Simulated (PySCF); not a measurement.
## Electron correlation in Rh (rhodium, neutral)

[Kr] 4d9, 2D determinant (an excited configuration). All numbers are calculated (PySCF 2.14, scalar relativity through the core potential, in aug-cc-pVTZ-PP with ECP28MDF (6s6p5d3f2g, 88 functions)). Frozen: 4s2 4p6; 9 electrons correlated.

| level | correlation energy (mhartree) |
| --- | --- |
| CCSD | -287.32 |
| (T) | -17.19 |
| CCSD(T) | -304.51 |

Diagnostics: T1 = 0.034, D1 = 0.1165, largest double amplitude 0.021.

Problem. Is a single reference adequate?

Solution. Largely. T1 is above 0.03 while the doubles stay small, so the singles mainly relax the orbitals.
